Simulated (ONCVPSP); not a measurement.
**What one change does to a pseudopotential (rhenium (Re), ONCV)**

| Quantity | Value |
| --- | --- |
| Element | rhenium |
| Generator | ONCVPSP 4.0.1 |
| Type | optimised norm-conserving Vanderbilt (ONCV) |
| Functional | BLYP |
| Relativity | scalar-relativistic |
| Frozen core | [Kr] 4d10 4f14 |
| Valence charge | 15 |
| Reference configuration | 5s2 5p6 5d5 6s1.5 6p0.5 |
| Partial waves | 5s+6s: rc 1.80 bohr, ncon 4, nbas 8, qcut 6.6 1/bohr, 3 projectors, debl 2.2 Ha; 5p+6p: rc 1.60 bohr, ncon 4, nbas 9, qcut 10.1 1/bohr, 2 projectors; 5d: rc 1.95 bohr, ncon 3, nbas 8, qcut 7.8 1/bohr, 1 projector |
| Local potential | polynomial inside 1.00 bohr (lpopt 4, dvloc0 0 Ha) |
| Core correction | Teter function, fcfact 4.25, rcfact 1.6 |

All-electron outer shells of the reference configuration (BLYP, scalar-relativistic, ld1.x):

```
shell  level (eV)  outermost node (bohr)  outermost maximum (bohr)
   4d     -255.93                   0.21                      0.44
   5s      -86.00                   0.52                      0.93
   5p      -47.73                   0.56                      1.06
   4f      -42.97                      –                      0.41
   6s       -6.45                   1.24                      2.54
   5d       -6.03                   0.62                      1.41
   6p       -1.69                   1.48                      3.61
```

Change: core correction Teter function, fcfact 5.5, rcfact 1.05.

Cutoffs: the cutoffs (Ha) at which the residual kinetic energy of the hardest occupied pseudo-wave falls to 1 and 0.1 mHa per electron; they do not see the model core or the augmentation charge, which bear on the density cutoff. Errors are all-electron minus pseudo energies relative to the spin-unpolarised reference configuration.

Task: How do hardness, ghosts and transferability respond?

Result: The potential gets neither clearly harder nor softer (30 Ha and 37 Ha → 30 Ha and 37 Ha); of the 4 tests that both files solve, the error grows in 0 and shrinks in 3 by more than 15 % and 0.3 meV (median size 9.9 → 5.3 meV); neither file shows a bound ghost. A model core, the more so a compact one, raises the density cutoff, which this test does not measure.

| quantity | base | changed |
| --- | --- | --- |
| cutoff, loose | 30 Ha | 30 Ha |
| cutoff, tight | 37 Ha | 37 Ha |
| bound ghosts | none | none |
| GHOST(+) flags under 300 eV | s at 258.1 eV | s at 258.1 eV |
| error for 5s2 5p6 5d5 6s2 6p0, meV [ΔE -2.33 eV] | +0.2 | +0.5 |
| error for 5s2 5p6 5d5 6s1 6p0, meV [ΔE 6.86 eV] | -3.3 | -2.4 |
| error for 5s2 5p6 5d5 6s0 6p0, meV [ΔE 23.25 eV] | -17 | -8.2 |
| error for 5s2 5p5 5d5 6s2 6p0, meV [ΔE 50.42 eV] | -103 | -81 |
| s: phases at 1.83 bohr within 0.05 rad from the reference energy up to (Ha; the scan ends near 5) | to the end of the scan | to the end of the scan |
| p: phases at 1.62 bohr within 0.05 rad from the reference energy up to (Ha; the scan ends near 5) | to the end of the scan | to the end of the scan |
| d: phases at 1.97 bohr within 0.05 rad from the reference energy up to (Ha; the scan ends near 5) | 2.0 | 2.0 |
| rms error of d²Exc/dni dnj with the model core, mHa | 1.47 | 2.20 |
